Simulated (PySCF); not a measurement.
These 2 structures share the formula C7H8S. Method: PBE0-D3(BJ)/def2-SVP geometry optimisation, gas phase in PySCF. One conformer each; no zero-point energy, no entropy. No frequencies were run at this level. Point groups hold within 0.08 Å.

Problem. Order them by energy at this level, lowest first, and give relative energies in kcal/mol.
A. `[CH3:1][c:2]1[cH:3][cH:4][cH:5][cH:6][c:7]1[SH:8]` with C6–C7–S8–H 145°
B. `[SH:1][CH2:2][c:3]1[cH:4][cH:5][cH:6][cH:7][cH:8]1` with H–S1–C2–C3 -54°, S1–C2–C3–C4 -60°

Solution. A (0.0), B (3.0).

| SMILES | E (Eh) | E rel (kcal/mol) | dipole (D) | point group | A, B, C (MHz) |
| --- | --- | --- | --- | --- | --- |
| Cc1ccccc1S | -668.98952 | 0.0 | 1.34 | – | 2813, 1537, 1003 |
| SCc1ccccc1 | -668.98475 | 3.0 | 1.36 | C1 | 4268, 998.6, 873.1 |

Problem. As an exercise, what shares would exp(−E/RT) give at 298.15 K from these electronic energies alone (no entropy, no degeneracies)?

Solution. RT = 0.592 kcal/mol: Cc1ccccc1S 99.4 %, SCc1ccccc1 0.6 %.
